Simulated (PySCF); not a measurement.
C4H10Si.

```xyz
15

C     -0.2701    -0.7207     1.3166
C      0.2701     0.7207     1.3166
C     -0.1363     1.4039    -0.0098
Si     0.0000     0.0000    -1.2945
C      0.1363    -1.4039    -0.0098
H      0.0862    -1.2832     2.1958
H     -1.3723    -0.6888     1.3906
H     -0.0862     1.2832     2.1958
H      1.3723     0.6888     1.3906
H     -1.1862     1.7403     0.0416
H      0.4739     2.2917    -0.2346
H     -1.2040    -0.1029    -2.1730
H      1.2040     0.1029    -2.1730
H      1.1862    -1.7403     0.0416
H     -0.4739    -2.2917    -0.2346
```

Geometry: B3LYP-D3(BJ)/def2-SVP. Other conformers were not sampled.

Level of theory: PBE/pcSseg-1 (PySCF). Non-relativistic, no solvent.

Computed absolute GIAO shielding of each atom: isotropic value and principal components (ppm):
```tsv
atom	σ(iso)	σ11	σ22	σ33	span
C1	146.6	124.6	152.0	163.1	38.5
C2	146.6	124.6	152.0	163.1	38.5
C3	169.1	153.1	162.5	191.8	38.7
Si4	363.7	306.1	363.6	421.3	115.2
C5	169.1	153.1	162.5	191.8	38.7
H6	29.1	23.9	27.2	36.1	12.2
H7	30.0	25.4	28.1	36.5	11.1
H8	29.1	23.9	27.2	36.1	12.2
H9	30.0	25.4	28.1	36.5	11.1
H10	30.5	25.8	27.8	37.9	12.1
H11	30.1	25.6	27.3	37.5	11.9
H12	27.0	23.8	24.6	32.7	8.9
H13	27.0	23.8	24.6	32.7	8.9
H14	30.5	25.8	27.8	37.9	12.1
H15	30.1	25.6	27.3	37.5	11.9
```
